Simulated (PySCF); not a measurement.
Isomers of C3H6O3S, one GFN2-xTB conformer each. Single-point energies are computed at PBE0/pcSseg-1 (PySCF, gas phase, no added dispersion term), electronic only.

Question: Rank them by PBE0/pcSseg-1 energy, lowest first (kJ/mol).
A. `[O:1]=[S:2]1(=[O:3])[CH2:4][CH2:5][CH2:6][O:7]1` with O1–S2–C4–C5 118°, S2–C4–C5–C6 21°, C4–C5–C6–O7 -45°, C5–C6–O7–S2 49° (1,3-propanesultone)
B. `[CH2:1]=[CH:2][S:3](=[O:4])(=[O:5])[O:6][CH3:7]` with C1–C2–S3–O4 -144°, C2–S3–O6–C7 86°

Answer: A (0.0), B (100.3).

As drawn, the higher has a C=C bond outside aromatic rings, which the lower lacks. GFN2-xTB itself gives, in the same order: 0.0, 139.1. Both levels put the same isomer lowest.

Question: Which frontier levels, dipoles and rotational constants go with these structures?

Answer: 
| SMILES | HOMO (eV, PBE0/pcSseg-1) | LUMO (eV) | dipole (D) | A, B, C (MHz) |
| --- | --- | --- | --- | --- |
| O=S1(=O)CCCO1 | -8.65 | 0.75 | 5.71 | 4055, 2189, 2035 |
| C=CS(=O)(=O)OC | -8.76 | -1.23 | 4.41 | 3401, 2006, 1725 |
